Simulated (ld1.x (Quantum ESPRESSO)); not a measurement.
What one change does to a pseudopotential (Al, ultrasoft)

ld1.x (Quantum ESPRESSO) 7.5 input, shortened:

```
&input
   title='Al', zed=13., rel=1, dft='WC', iswitch=3,
   config='[Ne] 3s1.75 3p1.25'
 /
 &inputp
   pseudotype=3, tm=.true., lloc=-1, rcloc=1.80,
   nlcc=.false.,
   which_augfun='PSQ', rmatch_augfun_nc=.true.
 /
4
3S  1  0   1.75   0.00  1.70  2.30  0.0
3S  1  0   0.00   1.10  1.70  2.30  0.0
3P  2  1   1.25   0.00  2.25  2.45  0.0
3P  2  1   0.00   0.10  2.25  2.45  0.0
 &test
   configts(1)='3s1.75 3p1.25'
 /
```

All-electron outer shells of the reference configuration (Wu–Cohen, scalar-relativistic, ld1.x):

| shell | level (eV) | outermost node (bohr) | outermost maximum (bohr) |
| --- | --- | --- | --- |
| 2s | -108.41 | 0.16 | 0.50 |
| 2p | -70.12 | – | 0.43 |
| 3s | -7.94 | 0.80 | 2.09 |
| 3p | -2.85 | 0.82 | 2.64 |

Change: type PAW; local potential all-electron potential smoothed inside 2.40 bohr (lloc = -2); core correction a·sin(br)/r model core, default radius (ld1.x builds one for every PAW set, though the input has nlcc=.false.).

Cutoffs: the cutoffs (Ry, on a coarse ladder) from which the occupation-weighted sum of valence levels, in a spherical-Bessel basis at the reference potential, stays within 10 and 1 mRy of its value at 400 Ry; they do not see the model core or the augmentation charge, which bear on the density cutoff. Errors are all-electron minus pseudo energies relative to the spin-unpolarised reference configuration.

What does the change do?

Both files are so soft that the ladder of cutoffs tells neither apart; of the 7 tests that both files solve, the error grows in 2 and shrinks in 4 by more than 15 % and 0.3 meV (median size 0.5 → 0.1 meV); neither file shows a bound ghost. Several settings change at once here, so the effects cannot be laid on one of them.

| quantity | base | changed |
| --- | --- | --- |
| cutoff, loose | 6 Ry | 6 Ry |
| cutoff, tight | 8 Ry | 8 Ry |
| bound ghosts | none | none |
| error for 3s2 3p1, meV [ΔE -1.27 eV] | +0.4 | -0.1 |
| error for 3s2 3p0, meV [ΔE 4.47 eV] | -0.4 | -0.1 |
| error for 3s1 3p0, meV [ΔE 23.66 eV] | -11 | -17 |
| error for 3s2 3p0.5, meV [ΔE 0.81 eV] | +0.5 | +0.1 |
| error for 3s2 3p1.3, meV [ΔE -1.83 eV] | +0.2 | -0.1 |
| error for 3s1 3p1, meV [ΔE 10.27 eV] | +2.0 | -3.3 |
| error for 3s1 3p2, meV [ΔE 3.86 eV] | +3.6 | -0.9 |
| s: phases at 2.66 bohr within 0.05 rad from the reference energy up to (Ry; the scan ends near 5) | 3.2 | 3.3 |
| p: phases at 2.66 bohr within 0.05 rad from the reference energy up to (Ry; the scan ends near 5) | 3.4 | 3.5 |
| lowest overlap eigenvalue by channel | s 0.45, p 0.81 | s 0.48, p 0.84 |
